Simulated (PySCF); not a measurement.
Gas-phase reaction: CuH + F ⇌ CuF + H

Method: PySCF energies plus ideal-gas RRHO corrections (1 bar). † marks an energy on the PBE0/def2-TZVP geometry and frequencies; other levels use their own. CCSD(T) freezes the core. Open shells (unrestricted): F (multiplicity 2), H (multiplicity 2); the rest are closed-shell singlets. Spin-orbit splitting is ignored; it lowers the true energy and changes the entropy of F. Cu: all electrons, no relativistic terms. CCSD(T) isn't extrapolated to the basis-set limit. Warning, large T1 diagnostic: CuF, CuH (CCSD(T)/def2-TZVPP†).

PBE/def2-SVP gives ΔH°(298 K) = -159 kJ.

Problem. What do CCSD(T)/def2-TZVPP†, PBE/def2-TZVP†, PBE0/def2-TZVP give?

Solution. CCSD(T)/def2-TZVPP†: -134 kJ; PBE/def2-TZVP†: -151 kJ; PBE0/def2-TZVP: -135 kJ. For scale, ΔH°(298 K) is -159 kJ at this level, -140 kJ at ωB97M-V/def2-TZVP†, and runs from -204 to -31 kJ over the 20 levels computed († marks an energy on the PBE0/def2-TZVP geometry).
